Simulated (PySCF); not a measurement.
Mg²⁺ (magnesium, charge +2) across methods

[Ne], closed-shell 1S. Computed with PySCF 2.14 in aug-cc-pVDZ, with no relativity, point nucleus.

```
   method  E (hartree)  mean ε 1s (eV)  mean ε 2s (eV)  mean ε 2p (eV)  Σ⟨r²⟩ (bohr²)   ⟨S²⟩
     PBE0    -199.1246         -1297.8         -105.69         -70.940          4.777  0.000
     BP86    -199.2389         -1279.6         -99.865         -66.959          4.786  0.000
   B2PLYP    -199.1218         -1320.1         -111.88         -75.208          4.767  0.000
      PBE    -199.0999         -1278.7         -99.753         -66.859          4.799  0.000
      UHF   -198.82424         -1354.7         -122.15         -81.946          4.737  0.000
BHandHLYP    -199.2327         -1318.2         -111.51         -75.076          4.769  0.000
   r2SCAN    -199.2113         -1287.6         -102.80         -68.218          4.765  0.000
      LDA    -198.2748         -1271.7         -99.067         -66.829          4.806  0.000
    TPSSh    -199.2458         -1291.7         -103.21         -68.825          4.779  0.000
```
